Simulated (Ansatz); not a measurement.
Reaction (formal exchange of groups at the Sn–N bond): `C[NH][SnH2][OH]` + `[SiH3]Cl` → `[OH][SnH2][SiH2]Cl` + CH₃NH₂

Isolated molecules relaxed with PBE0-D4/def2-TZVP in Ansatz; ΔE leaves out vibrations. CBS: MP2 limit from def2 TZ/QZ plus the TZ coupled-cluster correction, frozen cores. This one scheme is used for every species. def2 core potentials past Kr. For Sn outer-core shells are correlated without core-valence functions, which leaves a few kJ/mol of doubt a bond. One conformer a species, not always the lowest.

```
             level  ΔE (eV)
SCS-MP2/def2-TZVPP    -0.05
SCS-MP2/def2-QZVPP    -0.07
```

Problem. What does CCSD(T)/CBS give? (An estimate is asked.)

Solution. Computed: -0.15 eV. The listed levels differ from it by 0.10, 0.08 eV.

Largest T1 diagnostic among the species: 0.013.
